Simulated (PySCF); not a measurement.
Correlation energy of P(2+) (phosphorus, charge +2)

[Ne] 3s2 3p1, 2P determinant. All numbers are calculated (PySCF 2.14, the non-relativistic Hamiltonian (point nucleus), in pcseg-2 (5s4p2d1f, 34 functions)). Frozen: [Ne]; 3 electrons correlated.

MP2 pair energies summed by pair of shells (mhartree):

| pair | energy | share (%) |
| --- | --- | --- |
| 3s-3s | -24.56 | 55.1 |
| 3s-3p | -20.03 | 44.9 |

Total MP2 correlation energy: -44.58 mhartree.

Same-spin part -2.74 and opposite-spin part -41.85 mhartree; SCS-MP2 scales them by 1/3 and 6/5 to -51.13 mhartree.

```json
{"level": "CCSD", "correlation energy (mhartree)": "-63.15"}
{"level": "(T)", "correlation energy (mhartree)": "-0.96"}
{"level": "CCSD(T)", "correlation energy (mhartree)": "-64.11"}
```

Diagnostics: T1 = 0.011, D1 = 0.0245, largest double amplitude 0.109.

Cost of the coupled-cluster step: 0.42 s of wall time on 1 thread of Neoverse-N1 (shared host), for 3 correlated electrons.

Iterations:

```
CC2 = 0
CCSD nocc = (np.int64(2), np.int64(1)), nmo = (29, 29)
frozen orbitals [[0, 1, 2, 3, 4], [0, 1, 2, 3, 4]]
max_cycle = 100
direct = 0
conv_tol = 1e-08
conv_tol_normt = 1e-06
diis_space = 8
diis_start_cycle = 0
Init t2, MP2 energy = -0.0445849764876927
Init E_corr(UCCSD) = -0.0445849764884097
cycle = 1  E_corr(UCCSD) = -0.056235574960513  dE = -0.0116505985  norm(t1,t2) = 0.0502816
cycle = 2  E_corr(UCCSD) = -0.0602436352694995  dE = -0.00400806031  norm(t1,t2) = 0.0214378
cycle = 3  E_corr(UCCSD) = -0.0631542139752485  dE = -0.00291057871  norm(t1,t2) = 0.00993748
cycle = 4  E_corr(UCCSD) = -0.0631366189300307  dE = 1.75950452e-05  norm(t1,t2) = 0.00111995
cycle = 5  E_corr(UCCSD) = -0.0631555304187606  dE = -1.89114887e-05  norm(t1,t2) = 0.000137901
cycle = 6  E_corr(UCCSD) = -0.0631494584258626  dE = 6.0719929e-06  norm(t1,t2) = 2.44152e-05
cycle = 7  E_corr(UCCSD) = -0.0631518476923716  dE = -2.38926651e-06  norm(t1,t2) = 6.82184e-06
cycle = 8  E_corr(UCCSD) = -0.0631512133039535  dE = 6.34388418e-07  norm(t1,t2) = 2.12813e-06
cycle = 9  E_corr(UCCSD) = -0.0631511676773313  dE = 4.56266223e-08  norm(t1,t2) = 2.31079e-07
cycle = 10  E_corr(UCCSD) = -0.063151179937574  dE = -1.22602428e-08  norm(t1,t2) = 5.86594e-08
cycle = 11  E_corr(UCCSD) = -0.0631511776859396  dE = 2.25163448e-09  norm(t1,t2) = 2.94051e-08
UCCSD converged
E(UCCSD) = -339.7037639977818  E_corr = -0.06315117768593957
UCCSD(T) correction = -0.000962526833340799
```
